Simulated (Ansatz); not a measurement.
Ansatz results at the PBE0-D4/def2-TZVP geometry: HOMO–LUMO gap (PBE0/def2-TZVPP) 8.17 eV; HOMO energy (B3LYP/def2-TZVPP) -8.40 eV; size of the dipole moment (ωB97M-V/def2-TZVPP) 1.64 D.

(1) Which molecule gave them?
A. `F[SiH](F)[SiH3]`
B. `N#C[SiH](C#N)C#N`
C. `C[SiH](F)[SeH]`
D. `F[SiH]([SiH3])O[SiH3]`

## Answers

(1) A. The others give `C[SiH](F)[SeH]`: 7.33, -7.06, 1.93; `F[SiH]([SiH3])O[SiH3]`: 7.67, -7.93, 1.21; `N#C[SiH](C#N)C#N`: 8.50, -10.66, 2.88.

B3LYP here is the variant with VWN-RPA as its local correlation; programs differ in this.
